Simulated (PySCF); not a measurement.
Geometry (Å), atoms numbered from 1 in this order:
```xyz
19

C     3.5686    0.4970    0.4413
C     3.0109    0.0804   -0.6843
S     1.3155   -0.0157   -1.0880
C     0.4918    0.6051    0.4240
C    -1.0179    0.6006    0.2418
C    -1.5830   -0.8116    0.1087
C    -3.0914   -0.7990   -0.0990
H     4.6396    0.4986    0.5458
H     3.0059    0.8464    1.2881
H     3.6025   -0.2658   -1.5182
H     0.8593    1.6172    0.5978
H     0.7871   -0.0453    1.2484
H    -1.4704    1.0954    1.1056
H    -1.2741    1.1800   -0.6481
H    -1.3430   -1.3819    1.0092
H    -1.1036   -1.3062   -0.7381
H    -3.5892   -0.3150    0.7387
H    -3.3454   -0.2574   -1.0073
H    -3.4729   -1.8135   -0.1864
```

Geometry: GFN2-xTB; GIAO shifts from PySCF 2.14, gas phase, non-relativistic, averaged over equivalent atoms.

At WP04/6-31G (91 basis functions, 29 s wall time on 1 thread of an Arm Neoverse N1, shared host):
```json
{"atoms": "C2", "δ (ppm)": "131.1"}
{"atoms": "C1", "δ (ppm)": "98.7"}
{"atoms": "C4", "δ (ppm)": "39.0"}
{"atoms": "C5", "δ (ppm)": "32.4"}
{"atoms": "C6", "δ (ppm)": "27.1"}
{"atoms": "C7", "δ (ppm)": "17.4"}
{"atoms": "H10", "δ (ppm)": "6.31"}
{"atoms": "H8", "δ (ppm)": "5.14"}
{"atoms": "H9", "δ (ppm)": "4.73"}
{"atoms": "H11/H12", "δ (ppm)": "2.85"}
{"atoms": "H13/H14", "δ (ppm)": "1.87"}
{"atoms": "H15/H16", "δ (ppm)": "1.82"}
{"atoms": "H17/H18/H19", "δ (ppm)": "1.08"}
```

Referencing at the same level of theory: $^{13}$C (σ = 191.25 ppm) and $^{1}$H (σ = 33.29 ppm) against TMS.

**Question.** What do these become at PBE0/pcSseg-1?

**Answer.** 
| atoms | δ at PBE0/pcSseg-1 | change |
| --- | --- | --- |
| C2 | 143.3 | +12.2 |
| C1 | 109.2 | +10.5 |
| C4 | 37.4 | -1.6 |
| C5 | 32.7 | +0.3 |
| C6 | 27.3 | +0.2 |
| C7 | 16.9 | -0.5 |
| H10 | 6.50 | +0.19 |
| H8 | 5.29 | +0.15 |
| H9 | 4.85 | +0.12 |
| H11/H12 | 2.71 | -0.14 |
| H13/H14 | 1.69 | -0.18 |
| H15/H16 | 1.54 | -0.28 |
| H17/H18/H19 | 1.05 | -0.03 |

Scale: TMS for $^{13}$C (186.93 ppm), $^{1}$H (31.72 ppm) (reference shieldings calculated alike).

The largest change is at C2 (alkene CH). Cost: 186 basis functions, 53 s wall time on 1 thread of an Arm Neoverse N1, shared host. The order of the carbon signals is the same at both levels.
